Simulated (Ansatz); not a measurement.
Program: Ansatz. Geometries: PBE0-D4/def2-TZVP. ΔE: electronic, gas phase. CBS: MP2 limit from def2 TZ/QZ plus the TZ coupled-cluster correction, frozen cores. Functionals use def2-TZVPP. B3LYP here is the variant with VWN-RPA as its local correlation; programs differ in this. For Ge, Se outer-core shells are correlated without core-valence functions, which leaves a few kJ/mol of doubt a bond. Scalar relativity is left out up to krypton. Each species was taken in one conformer, which may not be the lowest.

Reaction (ligand exchange at a B–C bond): `ClBC[O][GeH3]` + H₂Se → `ClB[SeH]` + `C[O][GeH3]`

(1) Is it downhill or uphill in electronic energy at CCSD(T)/CBS, and by how much? (Estimate.)

(2) What do these levels give: B3LYP-D4, ωB97M-V, B2PLYP, PBE, r2SCAN, CCSD/def2-TZVPP, CCSD(T)/def2-TZVPP, HF/def2-QZVPP, SCS-MP2/def2-QZVPP, HF/CBS(def2), MP2/CBS(def2), CCSD/CBS(def2)? (Estimate.)

Largest T1 diagnostic among the species: 0.012.

## Answers

(1) Ansatz gave: Downhill: ΔE = -0.81 eV.

(2) Computed: B3LYP-D4 -0.77, ωB97M-V -0.73, B2PLYP -0.81, PBE -0.83, r2SCAN -0.82, CCSD/def2-TZVPP -0.77, CCSD(T)/def2-TZVPP -0.79, HF/def2-QZVPP -0.72, SCS-MP2/def2-QZVPP -0.83, HF/CBS(def2) -0.72, MP2/CBS(def2) -0.87, CCSD/CBS(def2) -0.78 eV.

In def2-TZVPP, CCSD(T) changes the Hartree–Fock value by −0.06 eV (the triples alone add −0.02 eV) and MP2 by −0.13 eV.
